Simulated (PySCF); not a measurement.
SMILES C[Si](C)(C)S[SiH2]N, singlet, GFN2-xTB optimised geometry.

```
20

Si     0.45    -0.29     1.87
C     -0.25     1.48     1.92
C      2.35    -0.29     1.86
C     -0.23    -1.30     3.34
S     -0.11    -1.25     0.00
Si    -2.27    -1.25     0.00
N     -2.91    -1.98    -1.41
H     -1.33     1.48     1.98
H      0.04     2.04     1.03
H      0.13     2.02     2.78
H      2.74     0.17     2.76
H      2.74    -1.30     1.80
H      2.73     0.26     1.00
H     -1.32    -1.26     3.37
H      0.14    -0.92     4.28
H      0.06    -2.34     3.26
H     -2.73     0.13     0.00
H     -2.73    -2.04     1.13
H     -2.76    -1.51    -2.29
H     -2.76    -2.97    -1.54
```

Density from PBE0/def2-SVP (PySCF 2.14.0) at that geometry.

Minimum of the electron density along straight lines between bonded atoms, close to the bond critical point (lines longer than 1.1 times the sum of covalent radii, or with two minima, are not listed):

| bond | length / Å | ρ at the minimum / e bohr⁻³ | ∇²ρ there / e bohr⁻⁵ | position (fraction from the first atom) |
|---|---|---|---|---|
| Si1–C2 | 1.905 | 0.111 | 0.31 | 0.38 |
| Si1–C3 | 1.900 | 0.112 | 0.30 | 0.38 |
| Si1–C4 | 1.905 | 0.111 | 0.31 | 0.38 |
| Si1–S5 | 2.177 | 0.086 | 0.14 | 0.36 |
| S5–Si6 | 2.157 | 0.090 | 0.16 | 0.64 |
| Si6–N7 | 1.717 | 0.125 | (withheld) | 0.40 |
| C2–H8 | 1.086 | 0.271 | -0.97 | 0.62 |
| C2–H9 | 1.086 | 0.272 | -0.98 | 0.63 |
| C2–H10 | 1.086 | 0.271 | -0.96 | 0.62 |
| C3–H11 | 1.086 | 0.271 | -0.97 | 0.62 |
| C3–H12 | 1.085 | 0.272 | -0.98 | 0.63 |
| C3–H13 | 1.085 | 0.272 | -0.98 | 0.63 |
| C4–H14 | 1.086 | 0.271 | -0.97 | 0.62 |
| C4–H15 | 1.086 | 0.271 | -0.96 | 0.62 |
| C4–H16 | 1.086 | 0.272 | -0.98 | 0.63 |
| Si6–H17 | 1.456 | 0.120 | 0.34 | 0.49 |
| Si6–H18 | 1.456 | 0.120 | 0.34 | 0.49 |
| N7–H19 | 1.008 | 0.331 | -1.53 | 0.77 |
| N7–H20 | 1.008 | 0.331 | -1.53 | 0.77 |

Complete the blanks.


- Si6–N7, ∇²ρ there / e bohr⁻⁵: 0.74
